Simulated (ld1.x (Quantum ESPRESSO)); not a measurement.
tin, TM: configuration errors across variants

* Element: Sn
* Generator: ld1.x (Quantum ESPRESSO) 7.5
* Type: norm-conserving Troullier–Martins (Kleinman–Bylander form)
* Functional: BLYP
* Relativity: scalar-relativistic
* Frozen core: [Kr]
* Valence charge: 14
* Reference configuration: 4d10 5s2 5p2
* Partial waves: 5p (bound): rc 2.70 bohr; 4d (bound): rc 1.25 bohr; 5s (bound): rc 2.15 bohr
* Local potential: the s channel
* Core correction: a·sin(br)/r model core inside 0.65 bohr

All-electron excitation energies from the reference (eV): (1) 4d10 5s2 5p1 6.801; (2) 4d10 5s2 5p0 20.782; (3) 4d10 5s1 5p0 51.875; (4) 4d10 5s2 5p2.3 -0.816; (5) 4d10 5s2 5p1.5 2.570; (6) 4d10 5s1 5p2 14.462; (7) 4d10 5s0 5p0 93.253.

A true bound ghost makes a file unfit for plane-wave use even where its test errors are small: the radial tests pick states by their node count and pass the ghost by.

Errors AE − PS in meV (a dash: test not solved or not reliable):

```csv
change,(1),(2),(3),(4),(5),(6),(7),bound ghosts
base,-1.5,-8.5,-29,+0.2,-0.6,-1.2,-89,none
wave 5s (bound): rc 2.15 bohr becomes 5s (bound): rc 1.38 bohr,-2.2,-7.9,+43,+0.1,-0.8,+2.8,-83,"p, s (extra level of the local part)"
wave 5s (bound): rc 2.15 bohr becomes 5s (bound): rc 1.70 bohr,-1.6,-8.3,-25,+0.2,-0.6,-0.8,-82,none
wave 5s (bound): rc 2.15 bohr becomes 5s (bound): rc 1.90 bohr,-1.6,-8.7,-29,+0.2,-0.6,-1.1,-88,none
wave 5s (bound): rc 2.15 bohr becomes 5s (bound): rc 2.14 bohr,-1.5,-8.5,-29,+0.2,-0.6,-1.2,-89,none
wave 5s (bound): rc 2.15 bohr becomes 5s (bound): rc 2.50 bohr,-0.8,-3.7,-22,+0.2,-0.5,-3.1,-124,none
wave 5s (bound): rc 2.15 bohr becomes 5s (bound): rc 2.66 bohr,+0.1,+2.4,-18,+0.2,-0.3,-6.4,-178,none
wave 5s (bound): rc 2.15 bohr becomes 5s (bound): rc 3.20 bohr,+4.4,+30,-19,+0.4,+0.5,-26,-462,none
```

Task: Give the same row for: wave 5s (bound): rc 2.15 bohr becomes 5s (bound): rc 3.00 bohr.

Result: +2.1, +16, -15, +0.3, +0.1, -15, -310; bound ghosts: none.
